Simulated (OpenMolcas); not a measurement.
Ni5+: effect of the basis set

* Program: OpenMolcas 26.06
* Method: MS-CASPT2, IPEA 0.25 Eh, imaginary shift 0.1 Eh (closed shells correlated: 3s 3p)
* Active space: 5 electrons in 10 orbitals (3d 4d)
* State averaging: 2S+1 = 6 even, 1 root; 2S+1 = 4 even, 24 roots; 2S+1 = 2 even, 53 roots
* Spin-orbit coupling: RASSI with atomic mean-field integrals over the reference wave functions, term energies averaged over their components

A. ANO-RCC-VTZP [6s5p3d2f1g], DKH2, point nucleus; CASPT2 step about 24 core-minutes
B. ANO-R2 [6s5p4d2f1g], X2C, finite nucleus; CASPT2 step roughly 24 core-minutes
C. ANO-RCC-VQZP [7s6p4d3f2g1h], DKH2, point nucleus; CASPT2 step about 26 core-minutes

Energies in cm⁻¹ above 3d⁵ ⁶S_5/2, the measured ground level; measured values from Corliss and Sugar, J. Phys. Chem. Ref. Data 10, 197 (1981).

```
            Level      A      B      C  Measured
       3d⁵ ⁶S_5/2    0.0    0.0    0.0       0.0
       3d⁵ ⁴G_5/2  43350  43720  43170          
       3d⁵ ⁴G_7/2  43450  43820  43270          
      3d⁵ ⁴G_11/2  43520  43880  43340     41921
       3d⁵ ⁴G_9/2  43520  43890  43340          
       3d⁵ ⁴P_5/2  47780  48220  47620     45884
       3d⁵ ⁴P_3/2  47970  48400  47800     46104
       3d⁵ ⁴P_1/2  48190  48630  48020     46325
       3d⁵ ⁴D_7/2  52000  52390  51830     50331
       3d⁵ ⁴D_1/2  52190  52580  52020          
       3d⁵ ⁴D_3/2  52410  52800  52230          
       3d⁵ ⁴D_5/2  52480  52870  52300          
      3d⁵ ²I_11/2  63440  64000  63080     61196
      3d⁵ ²I_13/2  63670  64220  63300     61280
3d⁵ ²D_5/2 [68 %]  66840  67430  66540     64152
       3d⁵ ²D_3/2  67820  68410  67530     65174
    3d⁵ ²F_7/2(1)  69890  70460  69560     67085
3d⁵ ⁴F_5/2 [71 %]  70810  71340  70580          
       3d⁵ ⁴F_9/2  70890  71400  70700          
       3d⁵ ⁴F_7/2  71060  71570  70860          
       3d⁵ ⁴F_3/2  71370  71890  71170          
3d⁵ ²H_9/2 [69 %]  75650  76300  75350     72909
      3d⁵ ²H_11/2  76650  77310  76320     73757
       3d⁵ ²G_7/2  77240  77820  76930     74628
```

Deviations, from unrounded energies. A percentage is the sum of absolute deviations over the sum of measured energies, with the sign that they share, or ± where signs differ.

```tsv
Against measurement	Levels	A	B	C
mean absolute deviation (cm-1)	13	2300	2800	2000
other terms of the ground configuration (%)	13	+3.9	+4.8	+3.4
```

C lies closest to measurement on these levels and B furthest from it. The largest miss of C in the table is 3d⁵ ²H_11/2, by +2600 cm-1. The ranking rests on the paired levels alone, and a cruder setting can come out closer through cancelling errors.

Among A to C the level of the table that moves most is 3d⁵ ²H_11/2, by 980 cm-1 (lowest in C, highest in B). Moves below CASPT2's spread within the term are not significant.

CASPT2 does not keep the components of a term degenerate, so their means are used; among the terms shown or strongly mixed into the levels shown the widest spread is 740 cm-1 (3d⁵ ²I, C). Active for correlation alone: 4d; no level in the range computed is led by a configuration that fills it, so any true level of that kind is missing. Measured partners are found by configuration, term and J. A level has none where our copy of the source lacks it or the pairing is in doubt (some pairs that miss far off the trend of their configuration count as doubtful), and it then counts in no deviation. Levels of configurations outside the active space are missing. The table leaves out levels that lie high or whose names do not pair safely across all columns.

A share in square brackets marks a mixed level and gives the weight of the term that names it, the lowest over the columns. A number in round brackets counts repeated terms of one configuration in the order of the reference energies.
